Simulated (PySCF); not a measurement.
**Assignment exercise: C3H8ClFSi2**

Geometry:
```json
{"atom": "C1", "x (Å)": "-2.099", "y (Å)": "-0.765", "z (Å)": "0.334"}
{"atom": "Si2", "x (Å)": "-1.266", "y (Å)": "0.694", "z (Å)": "-0.551"}
{"atom": "Cl3", "x (Å)": "-0.681", "y (Å)": "0.144", "z (Å)": "-2.410"}
{"atom": "C4", "x (Å)": "0.261", "y (Å)": "1.264", "z (Å)": "0.429"}
{"atom": "F5", "x (Å)": "-0.006", "y (Å)": "2.424", "z (Å)": "1.111"}
{"atom": "C6", "x (Å)": "1.474", "y (Å)": "0.745", "z (Å)": "0.561"}
{"atom": "Si7", "x (Å)": "2.135", "y (Å)": "-0.814", "z (Å)": "-0.253"}
{"atom": "H8", "x (Å)": "-1.398", "y (Å)": "-1.578", "z (Å)": "0.505"}
{"atom": "H9", "x (Å)": "-2.492", "y (Å)": "-0.463", "z (Å)": "1.300"}
{"atom": "H10", "x (Å)": "-2.924", "y (Å)": "-1.158", "z (Å)": "-0.251"}
{"atom": "H11", "x (Å)": "-2.148", "y (Å)": "1.855", "z (Å)": "-0.667"}
{"atom": "H12", "x (Å)": "2.169", "y (Å)": "1.288", "z (Å)": "1.193"}
{"atom": "H13", "x (Å)": "3.086", "y (Å)": "-1.411", "z (Å)": "0.690"}
{"atom": "H14", "x (Å)": "2.823", "y (Å)": "-0.445", "z (Å)": "-1.490"}
{"atom": "H15", "x (Å)": "1.061", "y (Å)": "-1.771", "z (Å)": "-0.522"}
```

PySCF 2.14 calculation with PBE0/pcSseg-1 with gauge-including orbitals and GFN2-xTB structure; no solvent model, equivalent nuclei averaged, non-relativistic, one computed conformer.

References, each an isolated molecule treated in the same way: TMS for $^{13}$C, $^{1}$H.

Question: Assign these signals to the numbered atoms. $^{13}$C{$^{1}$H} NMR (computed): δ 185.9 (C), 116.5 (CH), 3.3 (CH3).

Answer: 
```tsv
δ (ppm)	atoms	environment	reason
185.9	C4	fully substituted alkene carbon	–
116.5	C6	alkene CH	the olefinic region
3.3	C1	methyl carbon bonded to Si	an electropositive neighbour leaves it electron-rich and shielded
```

Question: Assign these signals to the numbered atoms. $^{1}$H NMR (600 MHz, computed): δ 6.24 (m, 1H), 5.29 (m, 1H), 4.30 (d, 3H), 0.64 (d, 3H).

Answer: 
| δ (ppm) | atoms | environment | reason |
| --- | --- | --- | --- |
| 6.24 | H12 | hydrogen on an alkene CH | olefinic region |
| 5.29 | H11 | hydrogen on a silicon bonded to 2 C, Cl | – |
| 4.30 | H13/H14/H15 | hydrogen on a silicon bonded to C | – |
| 0.64 | H8/H9/H10 | hydrogen on a methyl carbon bonded to Si | an electropositive neighbour shields it, as in TMS itself |

Splittings by $^{19}$F in the carbon and heteronuclear signals aren't shown, as no couplings were computed. Shifts are as computed. Against solution values, carbons near 30 ppm lie about +3 ppm off and those near 130 ppm about +5 ppm. Of 1211 compounds with measured shifts, 218 miss one by over three times the rms of a fit or turn the order of signals round; such compounds aren't used in these exercises. Multiplicities follow the n + 1 count of equivalent neighbours, as no J values were calculated; m marks all less simple cases, F and P coupling included.
